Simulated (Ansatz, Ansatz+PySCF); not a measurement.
```xyz
12

B     1.3301    0.0000    0.0000
N     0.6476    1.1216    0.0000
B    -0.6650    1.1519    0.0000
N    -1.2951    0.0000    0.0000
B    -0.6650   -1.1519    0.0000
N     0.6476   -1.1216    0.0000
H     2.4432    0.0000    0.0000
H     1.1128    1.9274    0.0000
H    -1.2216    2.1158    0.0000
H    -2.2256    0.0000    0.0000
H    -1.2216   -2.1158    0.0000
H     1.1128   -1.9274    0.0000
```

RHF-MP2 on singlet B3N3H6 was run in several spherical basis sets with Ansatz (development build ahead of 0.2.0). Frozen core: 6 orbitals. Caution for RHF-MP2: no unrestricted run beside it, a lower state can exist.

(1) Rank the basis sets by the total energy that they give, lowest first, with the distance from the lowest.
A. 6-31G(d)
B. def2-SVP
C. cc-pVDZ

## Answers

(1) C (0.00 eV), A (1.53 eV), B (5.02 eV).

Totals follow the description of the cores as much as that of the bonds, so this order isn't one of quality for chemistry.
